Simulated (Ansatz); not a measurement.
Job for Ansatz (an electronic-structure program): R-wB97M-V/def2-TZVPPD on H2 (SMILES [H][H]) with ghost functions, monomers drawn apart or pushed together. Files ending in .json are basis or fitting sets from the Basis Set Exchange.

Ansatz 0.2 input:
```yaml
crystal:
  periodic: [false, false, false]
  atoms:
    - {symbol: H, position_ang: [0.01918998, 0.21921854, -0.28211616]}
    - {symbol: H, position_ang: [0.18702023, -0.10958982, -0.92801742]}
basis:
  gaussian:
    orbitals: def2-TZVPPD.json
    ghost_atoms:
      - {symbol: H, position_ang: [-0.25290680, 0.21984943, 3.44481350]}
      - {symbol: H, position_ang: [-0.00655037, -0.35778614, 3.04587417]}
hamiltonian:
  xc: {name: wB97M-V}
scf: {lower_state_search: off}
```

The log:

```
WARN ansatz: RAYON_NUM_THREADS=1 ignored (pool sized by the plan → 1); use --threads N
Functional definition: wB97M-V
these checks for a lower state are left out or cut short: stability, starts, cluster_reference, orbital_swaps, neighbouring_geometries, increment
integrals: 0.01 GiB planned
222 factors; their error is unknown
integrals: 0.04 GiB planned
104 factors; integrals over basis functions are off by at most 3.1e-5 eV
mean field: 0.11 GiB planned
mean field evaluation 1: about -31.5769 eV, gradient 3.7e0 eV
mean field evaluation 2: about -31.6043 eV, gradient 2.5e-1 eV
mean field evaluation 4: about -31.6054 eV, gradient 2.6e-1 eV
mean field evaluation 8: about -31.6025 eV, gradient 3.3e-4 eV
mean field -31.60254116 eV, -1.1613719666 hartree, gradient 1.7e-6 eV, S^2 0.000000; 0 other end points of the search recorded, 0 dependent functions left out
reference -31.60256662 eV, -1.1613729023 hartree; 1, 1 occupied and 67, 67 virtual orbitals, 222 factors
Total energy: -31.60256662 eV, -1.1613729023 hartree
Checks for a lower state left out: stability, starts, cluster_reference, orbital_swaps, neighbouring_geometries, increment
```

Self-consistency was reached.

Cost: roughly 0.26 core-seconds.
